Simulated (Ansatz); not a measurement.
C2H5NSeSi can be A, `C[SiH]1N=C[Se]1`, or B, `C1=N[SiH2]C[Se]1`.

Calculated with Ansatz (gas phase, PBE0-D4/def2-TZVP geometries, no zero-point term in ΔE). CCSD(T)/CBS is the MP2 limit (def2-TZVPP, def2-QZVPP) plus CCSD(T) − MP2 in def2-TZVPP, frozen cores. Functionals use def2-TZVPP. B3LYP here is the variant with VWN-RPA as its local correlation; programs differ in this. For Se outer-core shells are correlated without core-valence functions, which leaves a few kJ/mol of doubt a bond. Scalar relativity is left out up to krypton.

Task: Which is lower in electronic energy at CCSD(T)/CBS, and by how much? (Best estimate.)

Result: Ansatz gave: A, by 7.8 kcal/mol.

Task: Give E(B) − E(A) in kcal/mol with CCSD/def2-TZVPP, B3LYP-D4, PBE0-D4, MP2/def2-TZVPP, CCSD(T)/def2-TZVPP, B3LYP, ωB97M-V. (Estimate.)

Result: The calculation gave: CCSD/def2-TZVPP 6.8, B3LYP-D4 6.2, PBE0-D4 7.9, MP2/def2-TZVPP 7.6, CCSD(T)/def2-TZVPP 6.7, B3LYP 7.1, ωB97M-V 8.3. None reverses the order clearly.

Largest T1 diagnostic: 0.014.

The D4 term adds −0.9 kcal/mol with B3LYP and −0.4 kcal/mol with PBE0; it sums over pairs of atoms, weighted by their polarisabilities, and B3LYP, whose exchange is more repulsive, gets the larger term.
